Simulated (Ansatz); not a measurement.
`F[CH]1[CH2][AlH]1` + H₂ → `[CH2]1[CH2][AlH]1` + H–F at 700 K and 1 bar (hydrogenolysis of a C–F bond).

Computed with Ansatz on PBE0-D4/def2-TZVP structures; ΔE is electronic, products minus reactants. CCSD(T)/CBS adds triple-zeta CCSD(T) − MP2 to the extrapolated MP2 energy (def2 sets, frozen cores). This one scheme is used for every species.

| species | CCSD(T)/CBS energy (Eh) | H − E (kJ/mol) | S (J/(mol·K)) |
| --- | --- | --- | --- |
| `F[CH]1[CH2][AlH]1` | -420.22874 | 192.3 | 386.1 |
| H₂ | -1.17544 | 46.8 | 155.3 |
| `[CH2]1[CH2][AlH]1` | -321.05314 | 206.1 | 354.3 |
| H–F | -100.39570 | 45.2 | 198.5 |

H − E and S are ideal-gas, rigid-rotor, harmonic terms from PBE0-D4/def2-TZVP, for one conformer and one mirror image of each species. For small species the MP2-based limit differs from directly extrapolated CCSD(T) by up to some mEh (0.8 for H₂); such offsets cancel only in part. 1 Eh = 2625.50 kJ/mol, R = 8.31446 J/(mol·K).

Question: By hand: ΔE, ΔH, ΔS and ΔG.

Answer: ΔE = (-321.05314) + (-100.39570) − (-420.22874) − (-1.17544) = -0.04466 Eh = -117.3 kJ/mol. Δ(H − E) = 206.1 + 45.2 − 192.3 − 46.8 = 12.2, so ΔH = -105.1 kJ/mol. ΔS = 354.3 + 198.5 − 386.1 − 155.3 = 11.4 J/(mol·K). ΔG = -105.1 − 700 × (11.4)/1000 = -113.1 kJ/mol.

Question: By hand: the equilibrium constant, and the temperature at which ΔG would vanish if ΔH and ΔS stayed fixed.

Answer: log₁₀ K = −ΔG/(RT ln 10) = 8.4. ΔH and −TΔS have one sign here, so there is no such temperature.

The number of gas molecules stays the same, so ΔS is small and ΔH decides. A doubt of 5 kJ/mol in ΔE shifts log₁₀ K by 0.4 here. Other conformers and mirror images would add mixing entropy, several J/(mol·K) or more a flexible species. These are equilibria of isolated gas molecules and say nothing of rates. Largest T1 diagnostic: 0.013 (customary marks: 0.02 for closed shells, 0.045 for open ones).

ΔS is within the doubt of such terms, so its sign, and with it that verdict, could turn.
